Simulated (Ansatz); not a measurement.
`C[O][InH][NH2]` + HCl → `[NH2][InH][Cl]` + CH₃OH at 298.15 K and 1 bar (ligand exchange at the In–O bond).

Program: Ansatz. Geometries: PBE0-D4/def2-TZVP. ΔE: electronic, gas phase. CCSD(T)/CBS adds triple-zeta CCSD(T) − MP2 to the extrapolated MP2 energy (def2 sets, frozen cores). This one scheme is used for every species. Elements past krypton have def2 core potentials. For In outer-core shells are correlated without core-valence functions, which leaves a few kJ/mol of doubt a bond. Each species was taken in one conformer, which may not be the lowest.

```csv
species,CCSD(T)/CBS energy (Eh),H − E (kJ/mol),S (J/(mol·K))
`C[O][InH][NH2]`,-361.35091,211.1,364.1
HCl,-460.38127,26.6,186.8
`[NH2][InH][Cl]`,-706.15182,101.2,321.4
CH₃OH,-115.61712,146.3,238.2
```

H − E and S are ideal-gas, rigid-rotor, harmonic terms from PBE0-D4/def2-TZVP, for one conformer and one mirror image of each species. 1 Eh = 2625.50 kJ/mol, R = 8.31446 J/(mol·K).

Problem. By hand: ΔE, ΔH, ΔS and ΔG.

Solution. ΔE = (-706.15182) + (-115.61712) − (-361.35091) − (-460.38127) = -0.03676 Eh = -96.5 kJ/mol. Δ(H − E) = 101.2 + 146.3 − 211.1 − 26.6 = 9.8, so ΔH = -86.7 kJ/mol. ΔS = 321.4 + 238.2 − 364.1 − 186.8 = 8.7 J/(mol·K). ΔG = -86.7 − 298.15 × (8.7)/1000 = -89.3 kJ/mol.

Problem. By hand: the equilibrium constant, and the temperature at which ΔG would vanish if ΔH and ΔS stayed fixed.

Solution. log₁₀ K = −ΔG/(RT ln 10) = 15.6. ΔH and −TΔS have one sign here, so there is no such temperature.

The number of gas molecules stays the same, so ΔS is small and ΔH decides. A doubt of 5 kJ/mol in ΔE shifts log₁₀ K by 0.9 here. Other conformers and mirror images would add mixing entropy, several J/(mol·K) or more a flexible species. Modes under 60 cm⁻¹, often nearly free rotors, make the harmonic entropy too high. These are equilibria of isolated gas molecules and say nothing of rates. Largest T1 diagnostic: 0.016 (customary marks: 0.02 for closed shells, 0.045 for open ones).

ΔS is within the doubt of such terms, so its sign, and with it that verdict, could turn.
